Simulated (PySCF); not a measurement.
Excitations are Tamm–Dancoff values on a coarser integration grid. The basis has no diffuse functions, so Rydberg states are missing or too high.

Z-matrix (Å, degrees):
```
Ga
N 1 1.8158
H 2 1.0045 1 123.26
H 2 1.0049 3 112.02 1 -179.78
N 1 1.8158 2 117.14 3 -179.77
H 5 1.0045 1 123.26 2 -179.44
H 5 1.0049 6 112.02 1 -178.94
H 1 1.5536 2 121.43 3 0.13
```
Charge 0, multiplicity 1.

**Question.** Give the LUMO, HOMO, dipole moment, total energy, S1–T1 gap (TDA), S1 excitation (TDA), HOMO–LUMO gap and T1 excitation (TDA) at the level PySCF with PBE-D3(BJ)/def2-TZVP // PBE0-D3(BJ)/def2-TZVP.

**Answer.** 
```
Quantity                     Value
-------------------  -------------
LUMO                      -0.44 eV
HOMO                      -5.31 eV
dipole moment               0.94 D
total energy         -2037.0216 Ha
S1–T1 gap (TDA)            0.61 eV
S1 excitation (TDA)        5.18 eV
HOMO–LUMO gap              4.87 eV
T1 excitation (TDA)        4.57 eV
```
